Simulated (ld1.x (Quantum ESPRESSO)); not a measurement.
## Cutoff test, gallium (Ga), TM

Ga, norm-conserving Troullier–Martins (Kleinman–Bylander form), made with ld1.x (Quantum ESPRESSO) 7.5 (LDA (PZ), non-relativistic). Core [Ar] 3d10, reference 4s2 4p1. Waves: 4p (bound): rc 1.70 bohr; 4d channel at -0.05 Ry: rc 1.75 bohr; 4s (bound): rc 1.35 bohr. Local part: the s channel. Core correction: none.

The pseudo-atom Hamiltonian at the reference potential is diagonalised in spherical Bessel functions j_l(qr) that vanish at 20 bohr, with q² up to the cutoff. All-electron valence levels (Ry): 4p -0.2037, 4s -0.6563.

Question: How do the lowest levels (Ry) of each channel move with the cutoff, and are there ghosts?

Answer:

```tsv
cutoff (Ry)	p #1	p #2	p #3	d #1	s #1	f #1	Σ f·Δε (mRy)
8	-0.2011	0.0276	0.1316	0.0503	-0.5848	0.1048	145.7
15	-0.5505	-0.1995	0.0276	0.0503	-0.5943	0.1048	128.2
25	-3.7635	-0.2025	0.0276	0.0502	-0.6183	0.1048	77.3
40	-4.6781	-0.2035	0.0274	0.0501	-0.6520	0.1048	8.8
55	-7.7634	-0.2036	0.0274	0.0500	-0.6535	0.1048	5.7
80	-8.5400	-0.2037	0.0274	0.0496	-0.6554	0.1048	1.8
110	-9.2128	-0.2037	0.0274	-0.8192	-0.6558	0.1048	1.1
160	-9.3739	-0.2037	0.0274	-1.6032	-0.6561	0.1048	0.4
400	-9.4348	-0.2037	0.0274	-1.6223	-0.6563	0.1048	0.0
```

Result: ghost states, extra bound levels that the all-electron valence spectrum of the same l lacks: p at -128.4 eV, d at -22.1 eV (a true bound ghost makes a file unfit for plane-wave use); 10 mRy is reached at 40 Ry and 1 mRy at 120 Ry.
